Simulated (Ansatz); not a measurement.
Reaction (atomization): `[CH3][Ge]([SiH3])([Cl])[Cl]` → C• + 2 Cl• + Ge• + 6 H• + Si•

Isolated molecules relaxed with PBE0-D4/def2-TZVP in Ansatz; ΔE leaves out vibrations. CCSD(T)/CBS is the MP2 limit (def2-TZVPP, def2-QZVPP) plus CCSD(T) − MP2 in def2-TZVPP, frozen cores. This one scheme is used for every species, atoms too. For atomizations the MP2-based limit and the directly extrapolated one differ by several kJ/mol either way, and by 10 to 25 for some Ge, Se and Sn compounds, so smaller differences from it don't rank the levels. DFT in def2-TZVPP. Open shells (•) are unrestricted, without spin–orbit coupling. Spin–orbit coupling would lower the free atoms: a little for C, Cl, Si; clearly for Ge. For Ge outer-core shells are correlated without core-valence functions, so the limit isn't a true one: a few kJ/mol of doubt a bond, and 10 to 20 or more in all where bonds break to atoms. Scalar relativity is left out up to krypton.

CCSD(T)/CBS gives +3517.3 kJ/mol.

(1) Another level gave +3494.0 kJ/mol. Which?
A. CAM-B3LYP-D4/def2-TZVPP
B. CCSD(T)/def2-TZVPP
C. LC-ωPBE/def2-TZVPP
D. B97M-V/def2-TZVPP

Largest T1 diagnostic among the species: 0.012.

Results:

(1) A. CAM-B3LYP-D4 3494.0, LC-ωPBE 3461.1, CCSD(T)/def2-TZVPP 3436.3, B97M-V 3545.4 kJ/mol.

At CCSD(T), def2-SVP lies −240.5 kJ/mol from the extrapolated value and def2-TZVPP −81.0 kJ/mol: correlation converges slowly with the basis, and small sets miss more of it in the bonded molecule than in its fragments. In def2-TZVPP, CCSD(T) changes the Hartree–Fock value by +791.6 kJ/mol (the triples alone add +47.5 kJ/mol) and MP2 by +819.7 kJ/mol; breaking electron pairs costs correlation energy, which Hartree–Fock lacks.
